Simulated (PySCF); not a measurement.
A structure optimised at PBE0-D3(BJ)/def2-SVP, used in a PySCF frequency run:

```xyz
8

Se     0.0861     0.0295     0.9218
S     -0.7491     1.8484     0.0659
H     -2.0321     1.6904     0.4762
O     -0.2666    -1.2173    -0.3437
Si     0.7293    -1.3172    -1.7019
H      0.1789    -2.4346    -2.5179
H      2.1378    -1.6103    -1.3008
H      0.6941    -0.0431    -2.4784
```
Charge 0, spin multiplicity 1.

**Question.** Write its SMILES and formula.

**Answer.** [SiH3]O[Se]S, H4OSSeSi

**Question.** What are its rotational constants (standard atomic weights)?

**Answer.** 4.5478, 1.6643, 1.3062 GHz
